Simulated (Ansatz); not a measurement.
`C[Si]N(C)C` → `[CH2]` (triplet) + `CN(C)[SiH]` at 298.15 K and 1 bar (formal loss of a carbene).

Gas-phase electronic energies from Ansatz, PBE0-D4/def2-TZVP geometries. CBS: MP2 limit from def2 TZ/QZ plus the TZ coupled-cluster correction, frozen cores. This one scheme is used for every species. Triplets are unrestricted, without spin–orbit coupling. One conformer a species, not always the lowest.

| species | CCSD(T)/CBS energy (Eh) | H − E (kJ/mol) | S (J/(mol·K)) |
| --- | --- | --- | --- |
| `C[Si]N(C)C` | -463.33839 | 334.9 | 345.4 |
| `[CH2]` (triplet) | -39.09499 | 55.4 | 195.3 |
| `CN(C)[SiH]` | -424.06348 | 254.6 | 305.8 |

H − E and S are ideal-gas, rigid-rotor, harmonic terms from PBE0-D4/def2-TZVP, for one conformer and one mirror image of each species, with the whole ground term of open shells counted as degenerate. 1 Eh = 2625.50 kJ/mol, R = 8.31446 J/(mol·K).

Problem. By hand: ΔE, ΔH, ΔS and ΔG.

Solution. ΔE = (-39.09499) + (-424.06348) − (-463.33839) = 0.17992 Eh = 472.4 kJ/mol. Δ(H − E) = 55.4 + 254.6 − 334.9 = -24.9, so ΔH = 447.5 kJ/mol. ΔS = 195.3 + 305.8 − 345.4 = 155.7 J/(mol·K). ΔG = 447.5 − 298.15 × (155.7)/1000 = 401.1 kJ/mol.

Problem. By hand: the equilibrium constant, and the temperature at which ΔG would vanish if ΔH and ΔS stayed fixed.

Solution. log₁₀ K = −ΔG/(RT ln 10) = -70.3. ΔG = 0 at ΔH/ΔS = 2874 K, far beyond where these terms or the molecules hold.

The number of gas molecules changes by +1, which sets the sign of ΔS. A doubt of 5 kJ/mol in ΔE shifts log₁₀ K by 0.9 here. Other conformers and mirror images would add mixing entropy, several J/(mol·K) or more a flexible species. A triplet takes part, so the spin changes. These are equilibria of isolated gas molecules and say nothing of rates. Largest T1 diagnostic: 0.015 (customary marks: 0.02 for closed shells, 0.045 for open ones).
